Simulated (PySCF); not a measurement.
**What PySCF settings do for Cl²⁺**

Base input, run as `OMP_NUM_THREADS=1 python input.py` with PySCF 2.14:

```python
from pyscf import gto, scf, mp

mol = gto.M(
    atom='Cl 0 0 0',
    basis='jorge-dzp',
    charge=2,
    spin=3,
    symmetry=True,
    verbose=3,
)
mf = scf.UHF(mol)
mf.kernel()
mp.MP2(mf, frozen=5).kernel()
mf.dip_moment()
print('orbital energies (hartree):', [e[max(0, n-3):n+3].round(4) for e, n in zip(mf.mo_energy, mol.nelec)])
```

Base result: E(SCF) = -458.214591 Eh, E(MP2) − E(SCF) = -0.07448 Eh, ⟨S²⟩ = 3.751. No search for the lowest solution was made.

Run time: 1.3 s on 1 thread of Intel Xeon Platinum 8488C (shared host), peak memory 0.12 GiB.

Each row names what differs from the base; energies in brackets are changes from the base.

| change | result |
| --- | --- |
| PCM solvent, dielectric constant: none → 78.36; step after the SCF: mp2 → analyze | E(SCF) = -458.712826 Eh (-13.5577 eV), ⟨S²⟩ = 3.751 |
| basis set: jorge-dzp → 6-31+g* | E(SCF) = -458.187397 Eh (+0.7400 eV), E(MP2) − E(SCF) = -0.07113 Eh, ⟨S²⟩ = 3.751 |
| step after the SCF: mp2 → eomip; number of roots: default → 5 | E(SCF) = -458.214591 Eh (+0.0000 eV), E(CCSD) − E(SCF) = -0.09324 Eh, ⟨S²⟩ = 3.751, ionisation roots 39.369, 39.369, 39.369, 47.578, 48.310 eV |
| basis set: jorge-dzp → 3-21g | E(SCF) = -456.018464 Eh (+59.7597 eV), E(MP2) − E(SCF) = -0.00807 Eh, ⟨S²⟩ = 3.751 |
| PCM solvent, dielectric constant: none → 4.71; step after the SCF: mp2 → analyze | E(SCF) = -458.612116 Eh (-10.8172 eV), ⟨S²⟩ = 3.751 |
| charge: 2 → 4 [another spin of the ion may lie lower] | E(SCF) = -454.538447 Eh (+100.0330 eV), E(MP2) − E(SCF) = -0.00902 Eh, ⟨S²⟩ = 3.750 |
| spin-free X2C: off → on [basis contracted without relativity] | E(SCF) = -459.544067 Eh, E(MP2) − E(SCF) = -0.07439 Eh, ⟨S²⟩ = 3.751 |
| charge: 2 → 1; spin (2S): 3 → 4 [another spin of the ion may lie lower] [a high spin state] | E(SCF) = -458.343161 Eh (-3.4985 eV), E(MP2) − E(SCF) = -0.08065 Eh, ⟨S²⟩ = 6.001 |
| charge: 2 → 1; spin (2S): 3 → 2 [another spin of the ion may lie lower] | E(SCF) = -459.037836 Eh (-22.4016 eV), E(MP2) − E(SCF) = -0.09520 Eh, ⟨S²⟩ = 2.001 |
| step after the SCF: mp2 → eomee; number of roots: default → 6 | E(SCF) = -458.214591 Eh (+0.0000 eV), E(CCSD) − E(SCF) = -0.09324 Eh, ⟨S²⟩ = 3.751, excitation roots 0.006, 2.607, 2.607, 2.607, 2.607, 2.607 eV |
| step after the SCF: mp2 → polarizability | E(SCF) = -458.214591 Eh (+0.0000 eV), ⟨S²⟩ = 3.751, α(xx, yy, zz) = 4.8, 4.8, 4.8 bohr³ |
| convergence threshold: default → 1e-05 | E(SCF) = -458.214591 Eh (+0.0000 eV), E(MP2) − E(SCF) = -0.07448 Eh, ⟨S²⟩ = 3.751 |
| step after the SCF: mp2 → eomip; number of roots: default → 8 | E(SCF) = -458.214591 Eh (+0.0000 eV), E(CCSD) − E(SCF) = -0.09324 Eh, ⟨S²⟩ = 3.751, ionisation roots 39.369, 39.369, 39.369, 47.578, 48.310, 53.622, 53.622, 53.622 eV |
| step after the SCF: mp2 → ccsd(t) | E(SCF) = -458.214591 Eh (+0.0000 eV), E(CCSD) − E(SCF) = -0.09324 Eh, (T) = -0.00090 Eh, ⟨S²⟩ = 3.751 |
| step after the SCF: mp2 → stability; point-group symmetry: on → off | E(SCF) = -458.214591 Eh (+0.0000 eV), ⟨S²⟩ = 3.751, internal stable; real -> complex stable; UHF/UKS -> GHF/GKS stable |
| basis set: jorge-dzp → aug-cc-pvdz | E(SCF) = -458.210258 Eh (+0.1179 eV), E(MP2) − E(SCF) = -0.07183 Eh, ⟨S²⟩ = 3.751 |

Order these changes by how far they move the SCF energy from the base, largest first: (1) PCM solvent, dielectric constant: none → 4.71; step after the SCF: mp2 → analyze; (2) PCM solvent, dielectric constant: none → 78.36; step after the SCF: mp2 → analyze; (3) convergence threshold: default → 1e-05.

(2) -13.5577 eV, (1) -10.8172 eV, (3) +0.0000 eV.
